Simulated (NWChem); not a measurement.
hydrogen selenide (H2Se); SMILES [SeH2]

Computed with NWChem. Structure relaxed at the PBE-D3(BJ)/def2-SVP level. Level PBE/def2-SVP: single points from the atomic guess with DIIS by default; each run changes one setting, and all converged runs end within 0.3 mHa of each other. cgmin counts macro-iterations, each dearer than a DIIS step.

| setting | SCF iterations |
|---|---|
| defaults | 7 |
| quadratically convergent solver (cgmin) | 4 |
| occupation smearing of 0.005 Ha | 7 |
| DIIS on 20 Fock matrices | 7 |
| level shift of 0.5 Ha throughout | 11 |
| core-Hamiltonian guess | 10 |
